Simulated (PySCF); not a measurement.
# Structure from NMR data

An unknown has the formula C5H5Cl3Si. Its calculated NMR data are:

$^{1}$H NMR (300 MHz, computed): δ 7.60 (d, 1H), 6.68 (t, 1H), 6.44 (m, 1H), 4.76 (m, 2H).

$^{13}$C{$^{1}$H} NMR (computed): δ 166.4 (C), 157.1 (CH), 136.2 (CH), 133.2 (CH), 119.5 (C).

Theoretical values (PySCF): PBE0/pcSseg-1 with gauge-including orbitals, coordinates at the GFN2-xTB level. Isolated molecule, non-relativistic Hamiltonian, a single conformation, equivalent nuclei averaged.

Referencing at the same level of theory: $^{1}$H (σ = 31.72 ppm), $^{13}$C (σ = 186.93 ppm) vs TMS.

Q: Deduce the structure.

A: 
1. The formula gives 3 degrees of unsaturation (1 ring in the answer).
2. 5 carbon signals for 5 carbons: no two carbons are equivalent.
3. Carbon types of the structure: 2 × C, 3 × CH, leaving 2 H on heteroatoms.
4. δC 166.4: fully substituted alkene carbon.
5. δC 157.1, 136.2, 133.2: alkene CH; an sp2 carbon of a C=C bond.
6. δC 119.5: allylic fully substituted sp3 carbon bonded to 3 Cl; 3 electronegative neighbours deshield it.
7. δH 7.60, 6.68, 6.44: hydrogen on an alkene CH; a vinylic proton, deshielded by the sp2 carbon and the C=C anisotropy.
8. δH 4.76: hydrogen on a silicon bonded to 2 C, in a 5-membered ring.

The compound is `InChI=1S/C5H5Cl3Si/c6-5(7,8)4-1-2-9-3-4/h1-3H,9H2`.

This is the structure that produced the data.

Carbons that carry Cl, above all several Cl atoms, come out too deshielded, partly because spin–orbit coupling is missing. Shifts are as computed. Against solution values, carbons near 30 ppm lie about +3 ppm off and those near 130 ppm about +5 ppm; carbons on Cl a further +6 ppm. Of 1211 compounds with measured shifts, 218 miss one by over three times the rms of a fit or turn the order of signals round; such compounds aren't used in these exercises. Multiplicities follow the n + 1 count of equivalent neighbours, as no J values were calculated; m marks all less simple cases, F and P coupling included.
